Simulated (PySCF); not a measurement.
C$_{8}$H$_{11}$ (SMILES [C]1=CCCC=CCC1), doublet, at a GFN2-xTB geometry; BHANDHLYP/STO-3G (PySCF).

Input for PySCF:
```python
from pyscf import gto, scf, dft

mol = gto.Mole()
mol.atom = '''
    C    -0.68815944    1.44991700    0.00095012
    C     0.56583363    1.73356518    0.08871167
    C     1.79109929    0.82554795    0.02487085
    C     1.50500812   -0.60403953   -0.43816026
    C     0.68712500   -1.36153488    0.56004900
    C    -0.63005444   -1.50643390    0.52504570
    C    -1.52106882   -0.88989058   -0.50082297
    C    -1.84058581    0.59003881   -0.12756873
    H     0.86302146    2.77101086    0.24522411
    H     2.24134249    0.80682351    1.02225618
    H     2.51200778    1.28723892   -0.65609232
    H     0.99788479   -0.56333120   -1.40313238
    H     2.46151711   -1.11561175   -0.57772975
    H     1.24644255   -1.80315380    1.37471746
    H    -1.12555719   -2.05542199    1.31466840
    H    -1.05287984   -0.90382031   -1.48591503
    H    -2.46618753   -1.43242675   -0.56048331
    H    -2.38269051    0.59355470    0.82431665
    H    -2.51008613    0.99211757   -0.89628244
'''
mol.basis = 'sto-3g'
mol.spin = 1
mol.verbose = 4
mol.build()

mf = dft.UKS(mol)
mf.xc = 'bhandhlyp'
mf.kernel()
```

What the program printed (banner, timings and long lists left out):

```
PySCF version 2.14.0

[INPUT] verbose = 4
[INPUT] num. atoms = 19
[INPUT] num. electrons = 59
[INPUT] charge = 0
[INPUT] spin (= nelec alpha-beta = 2S) = 1
[INPUT] symmetry False subgroup None
[INPUT] Mole.unit = angstrom
[INPUT] Symbol           X                Y                Z      unit          X                Y                Z       unit  Magmom
[INPUT]  1 C     -0.688159440000   1.449917000000   0.000950120000 AA   -1.300432871634   2.739946033351   0.001795466585 Bohr   0.0
[INPUT]  2 C      0.565833630000   1.733565180000   0.088711670000 AA    1.069270592768   3.275963409282   0.167640760353 Bohr   0.0
[INPUT]  3 C      1.791099290000   0.825547950000   0.024870850000 AA    3.384687120003   1.560059528196   0.046999094985 Bohr   0.0
[INPUT]  4 C      1.505008120000  -0.604039530000  -0.438160260000 AA    2.844053162047  -1.141469280111  -0.828002890068 Bohr   0.0
[INPUT]  5 C      0.687125000000  -1.361534880000   0.560049000000 AA    1.298478063342  -2.572928032243   1.058339226337 Bohr   0.0
[INPUT]  6 C     -0.630054440000  -1.506433900000   0.525045700000 AA   -1.190630335166  -2.846747495760   0.992192575881 Bohr   0.0
[INPUT]  7 C     -1.521068820000  -0.889890580000  -0.500822970000 AA   -2.874403486415  -1.681649477030  -0.946418250191 Bohr   0.0
[INPUT]  8 C     -1.840585810000   0.590038810000  -0.127568730000 AA   -3.478203089661   1.115011753764  -0.241069961759 Bohr   0.0
[INPUT]  9 H      0.863021460000   2.771010860000   0.245224110000 AA    1.630874199022   5.236451613595   0.463406407040 Bohr   0.0
[INPUT] 10 H      2.241342490000   0.806823510000   1.022256180000 AA    4.235523457451   1.524675464760   1.931784209344 Bohr   0.0
[INPUT] 11 H      2.512007780000   1.287238920000  -0.656092320000 AA    4.747006726977   2.432529015681  -1.239834797231 Bohr   0.0
[INPUT] 12 H      0.997884790000  -0.563331200000  -1.403132380000 AA    1.885728956969  -1.064541685423  -2.651535914709 Bohr   0.0
[INPUT] 13 H      2.461517110000  -1.115611750000  -0.577729750000 AA    4.651593188831  -2.108200668847  -1.091751001513 Bohr   0.0
[INPUT] 14 H      1.246442550000  -1.803153800000   1.374717460000 AA    2.355435049504  -3.407466842469   2.597839498058 Bohr   0.0
[INPUT] 15 H     -1.125557190000  -2.055421990000   1.314668400000 AA   -2.126994826635  -3.884184631509   2.484363220620 Bohr   0.0
[INPUT] 16 H     -1.052879840000  -0.903820310000  -1.485915030000 AA   -1.989654539676  -1.707972851719  -2.807972451075 Bohr   0.0
[INPUT] 17 H     -2.466187530000  -1.432426750000  -0.560483310000 AA   -4.660419003518  -2.706894251001  -1.059159953290 Bohr   0.0
[INPUT] 18 H     -2.382690510000   0.593554700000   0.824316650000 AA   -4.502632503500   1.121655822948   1.557732708419 Bohr   0.0
[INPUT] 19 H     -2.510086130000   0.992117570000  -0.896282440000 AA   -4.743375334769   1.874830490669  -1.693728341857 Bohr   0.0

nuclear repulsion = 356.160466910034
number of shells = 35
number of NR pGTOs = 153
number of NR cGTOs = 51
basis = sto-3g
ecp = {}

******** <class 'pyscf.dft.uks.UKS'> ********
method = UKS
initial guess = minao
damping factor = 0
level_shift factor = 0
DIIS = <class 'pyscf.scf.diis.CDIIS'>
diis_start_cycle = 1
diis_space = 8
diis_damp = 0
SCF conv_tol = 1e-09
SCF conv_tol_grad = None
SCF max_cycles = 50
direct_scf = True
direct_scf_tol = 1e-13
number electrons alpha = 30  beta = 29
XC library pyscf.dft.libxc version 7.1.2
    S. Lehtola, C. Steigemann, M. J. T. Oliveira, and M. A. L. Marques,  SoftwareX 7, 1–5 (2018)
XC functionals = bhandhlyp
    A. D. Becke,  J. Chem. Phys. 98, 1372 (1993)
    Defined through Gaussian implementation.
radial grids:
    Treutler-Ahlrichs [JCP 102, 346 (1995); DOI:10.1063/1.469408] (M4) radial grids

becke partition: Becke, JCP 88, 2547 (1988); DOI:10.1063/1.454033
pruning grids: <function nwchem_prune>
grids dens level: 3
symmetrized grids: False
atomic radii adjust function: <function treutler_atomic_radii_adjust>
small_rho_cutoff = 0
Set gradient conv threshold to 3.16228e-05
tot grids = 220832
init E= -308.911816939998

cycle= 1 E= -307.366864232198  delta_E= 1.54  |g|= 0.175  |ddm|= 4.01
cycle= 2 E= -307.398333819309  delta_E= -0.0315  |g|= 0.0606  |ddm|= 0.419
cycle= 3 E= -307.401447617771  delta_E= -0.00311  |g|= 0.0231  |ddm|= 0.127
cycle= 4 E= -307.402060160993  delta_E= -0.000613  |g|= 0.0126  |ddm|= 0.0499
cycle= 5 E= -307.402265148235  delta_E= -0.000205  |g|= 0.00682  |ddm|= 0.0235
cycle= 6 E= -307.402462073303  delta_E= -0.000197  |g|= 0.0045  |ddm|= 0.0307
cycle= 7 E= -307.402596708407  delta_E= -0.000135  |g|= 0.00232  |ddm|= 0.0338
cycle= 8 E= -307.402643565389  delta_E= -4.69e-05  |g|= 0.00064  |ddm|= 0.0315
cycle= 9 E= -307.4026441138  delta_E= -5.48e-07  |g|= 0.000328  |ddm|= 0.00248
cycle= 10 E= -307.402644222951  delta_E= -1.09e-07  |g|= 0.000105  |ddm|= 0.000784
cycle= 11 E= -307.402644246082  delta_E= -2.31e-08  |g|= 5.76e-05  |ddm|= 0.000314
cycle= 12 E= -307.402644258746  delta_E= -1.27e-08  |g|= 3.94e-05  |ddm|= 0.000236
cycle= 13 E= -307.402644268139  delta_E= -9.39e-09  |g|= 3.07e-05  |ddm|= 0.000226
cycle= 14 E= -307.402644276958  delta_E= -8.82e-09  |g|= 2.09e-05  |ddm|= 0.000303
cycle= 15 E= -307.402644281458  delta_E= -4.5e-09  |g|= 1.17e-05  |ddm|= 0.000295
cycle= 16 E= -307.402644282132  delta_E= -6.74e-10  |g|= 4.75e-06  |ddm|= 0.000125
Extra cycle  E= -307.40264428219  delta_E= -5.8e-11  |g|= 3.51e-06  |ddm|= 1.4e-05
converged SCF energy = -307.40264428219  <S^2> = 0.78251834  2S+1 = 2.0322582
```
